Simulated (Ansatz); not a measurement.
Total energies of C₃H₉Cl₂GaSi, SMILES `C[Si](C)(C)[Ga]([Cl])[Cl]`.

```xyz
16

C     0.402   -1.561   -1.007
Si   -0.071   -0.069    0.024
C    -1.862    0.403   -0.243
C     0.284   -0.386    1.836
Ga    1.323    1.770   -0.676
Cl    3.480    1.671   -0.690
Cl    0.608    3.691   -1.347
H     0.199   -1.400   -2.068
H     1.463   -1.798   -0.897
H    -0.174   -2.433   -0.684
H    -2.128    1.292    0.333
H    -2.518   -0.415    0.072
H    -2.066    0.614   -1.295
H     0.020    0.474    2.456
H    -0.302   -1.242    2.184
H     1.340   -0.611    2.001
```

Charge 0, multiplicity 1. Correlated methods include outer-core shells of Ga, which these sets cover unevenly. Scalar relativity is left out up to krypton. All single points use the PBE0-D4/def2-TZVP geometry. It is one conformer, not always the lowest. Basis def2-TZVPP, the Gaussian-basis code of Ansatz.

RPA on PBE orbitals: Hartree–Fock energy of these orbitals -3250.18295 Eh, correlation -2.07767 Eh (frozen core).

| functional | energy without D4 (Eh) | D4 term (kJ/mol) |
| --- | --- | --- |
| LDA (SPW92) | -3246.42879 | – |
| PBE | -3253.74198 | -46.2 |
| revPBE | -3254.32296 | -116.0 |
| BLYP | -3254.71248 | -96.0 |
| r2SCAN | -3254.56744 | -12.3 |
| B97M-V | -3254.06338 | – |
| PBE0 | -3253.91131 | -40.4 |
| B3LYP | -3254.84239 | -74.3 |
| r2SCANh | -3254.54902 | -13.4 |
| r2SCAN0 | -3254.52347 | -14.8 |
| HSE06 (plane-wave form) | -3253.88116 | -38.4 |
| BHLYP | -3254.63270 | -63.7 |
| CAM-B3LYP | -3254.81269 | -42.2 |
| LC-ωPBE | -3254.07112 | – |
| ωB97X-V | -3254.34599 | – |
| ωB97M-V | -3254.49349 | – |
| B2PLYP | -3253.87314 | – |
| PBE-QIDH | -3253.31033 | – |

B3LYP takes the VWN-RPA correlation (the form of Gaussian; ORCA's B3LYP/G). HSE06 is the plane-wave form, built on full-range PBE exchange. The double hybrids freeze the cores in their second-order part.

LC-ωPBE has ω = 0.4 bohr⁻¹.
